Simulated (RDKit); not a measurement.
A run for RDKit: MMFF94 on C3H8O (a complex), monomers drawn apart or pushed together.

```python
from rdkit import Chem
from rdkit.Chem import AllChem, rdDetermineBonds

blocks = [
'''6

C     0.59472112   -0.26677288   -0.04863965
C    -0.64630228    0.20186714   -0.04426502
H     0.81926557   -1.28237406   -0.35108271
H     1.43606230    0.34779284    0.24828459
H    -0.86957843    1.21851583    0.25619678
H    -1.48794915   -0.41104566   -0.34311878
''',
'''6

C     0.14747140    0.38162555    4.10218907
O    -0.31758580   -0.82902847    3.53118254
H     1.18416676    0.60182245    3.82077199
H     0.10583020    0.26427923    5.18462368
H    -0.47872500    1.23826564    3.82569690
H    -0.28553944   -0.74020485    2.57037829
''',
]
mol = None
for b in blocks:
    f = Chem.MolFromXYZBlock(b)
    rdDetermineBonds.DetermineBonds(f, charge=0)
    mol = f if mol is None else Chem.CombineMols(mol, f)
Chem.SanitizeMol(mol)
print(Chem.MolToSmiles(Chem.RemoveHs(mol)))
ff = AllChem.MMFFGetMoleculeForceField(mol, AllChem.MMFFGetMoleculeProperties(mol), nonBondedThresh=100.0, ignoreInterfragInteractions=False)
e = ff.CalcEnergy()
print(f'MMFF94 energy {e:.6f} kcal/mol')
```

It printed:

```
C=C.CO
MMFF94 energy 7.872174 kcal/mol
```

The run finished.

Cost: around 0.04 core-seconds (rough).
